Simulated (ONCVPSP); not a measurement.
**Building the ONCV potential for zirconium (Zr) (PBE, fully relativistic).**

zirconium, optimised norm-conserving Vanderbilt (ONCV), made with ONCVPSP 4.0.1 (PBE, fully relativistic). Core [Ar] 3d10, reference 4s2 4p6 4d2 5s2. Waves: 4s+5s: rc 2.15 bohr, ncon 4, nbas 7, qcut 4.5 1/bohr, 2 projectors; 4p: rc 1.30 bohr, ncon 5, nbas 8, qcut 5 1/bohr, 2 projectors, debl 1.8 Ha; 4d: rc 2.10 bohr, ncon 3, nbas 7, qcut 4.6 1/bohr, 3 projectors, debl 1 Ha. Local part: polynomial inside 1.05 bohr (lpopt 5, dvloc0 4 Ha). Core correction: Teter function, fcfact 5, rcfact 1.7.

Open shells are filled in proportion to 2j + 1.

All-electron outer shells of the reference configuration (PBE, scalar-relativistic, ld1.x):

| shell | level (eV) | outermost node (bohr) | outermost maximum (bohr) |
| --- | --- | --- | --- |
| 3d | -174.71 | – | 0.35 |
| 4s | -54.50 | 0.55 | 1.08 |
| 4p | -32.46 | 0.56 | 1.17 |
| 5s | -4.44 | 1.47 | 3.15 |
| 4d | -3.60 | 0.58 | 1.59 |

Question: Does the generator finish with these settings?

Answer: Yes, a potential is produced and its reference levels are reproduced.

Question: Estimate the cutoffs (Ha) at which the residual kinetic energy of the hardest occupied pseudo-wave falls to 1 and 0.1 mHa per electron.

Answer: 85 Ha and 108 Ha.

Question: What does a ghost test show?

Answer: No bound ghost flagged; GHOST(+) flagged for s at 85.4 eV.

Question: Which valence shell sets the plane-wave cutoff?

Answer: 4p: 85 Ha for 1 mHa per electron, against 12 Ha for 4d.

Question: Tests: 4s2 4p6 4d2 5s1; 4s2 4p6 4d2 5s0; 4s2 4p6 4d1 5s0; 4s2 4p6 4d2 5s1 5p1. Which has the largest error in its energy relative to the reference configuration, and how large is it?

Answer: 4s2 4p6 4d2 5s0, with -12 meV (all-electron minus pseudo) on +20.08 eV.
